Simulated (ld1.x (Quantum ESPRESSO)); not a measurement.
## Which setting gave this result? (arsenic (As), ultrasoft)

Base potential:

ld1.x (Quantum ESPRESSO) 7.5 input, shortened:

```
&input
   title='As', zed=33., rel=1, dft='PBE', iswitch=3,
   config='[Ar] 3d10 4s2 4p2.5'
 /
 &inputp
   pseudotype=3, tm=.true., lloc=-2, rcloc=0.80,
   nlcc=.true., new_core_ps=.true.,
   which_augfun='PSQ', rmatch_augfun_nc=.true.
 /
6
4S  1  0   2.00   0.00  1.55  1.90  0.0
4S  1  0   0.00   2.30  1.55  1.90  0.0
4P  2  1   2.50   0.00  1.60  1.80  0.0
4P  2  1   0.00   4.45  1.60  1.80  0.0
3D  3  2  10.00   0.00  0.75  1.05  0.0
3D  3  2   0.00  -2.70  0.75  1.05  0.0
 &test
   configts(1)='3d10 4s2 4p2.5'
 /
```

Cutoffs, loose and tight: the cutoffs (Ry, on a coarse ladder) from which the occupation-weighted sum of valence levels, in a spherical-Bessel basis at the reference potential, stays within 10 and 1 mRy of its value at 400 Ry. They do not see the model core or the augmentation charge, which bear on the density cutoff. Test errors are all-electron minus pseudo excitation energies from the reference, over the configurations 3d10 4s2 4p3; 3d10 4s2 4p2; 3d10 4s2 4p1; 3d10 4s0 4p5; 3d10 4s1 4p4; 3d10 4s1 4p0; 3d10 4s2 4p0; variants that change the core or the reference have their own tests. The largest error is taken over the tests solved by every variant that gives reliable tests at all, those not shown here included: 3d10 4s0 4p5; 3d10 4s1 4p4; 3d10 4s2 4p1; 3d10 4s2 4p2; 3d10 4s2 4p3.

Only the scale of all radii but the core radius (base = 1) is moved:

```tsv
scale of all radii but the core radius (base = 1)	cutoff, loose	cutoff, tight	bound ghosts	largest test error (meV)
0.81	230 Ry	over 300 Ry	s, p	-4.7
0.88	180 Ry	300 Ry	s	-3.9
1.04	140 Ry	200 Ry	s	-8.6
1.1	110 Ry	180 Ry	s	+9.6
1.35	55 Ry	100 Ry	none	-11
```

Question: One more run gave cutoff, loose: 90 Ry; cutoff, tight: 140 Ry; bound ghosts: none; largest test error (meV): -7.0. Which value of the scale of all radii but the core radius (base = 1) was used?

Answer: 1.21. The loose cutoff moves one way along this sweep, from 230 Ry at 0.81 to 55 Ry at 1.35, which places the run between 1.1 and 1.35.
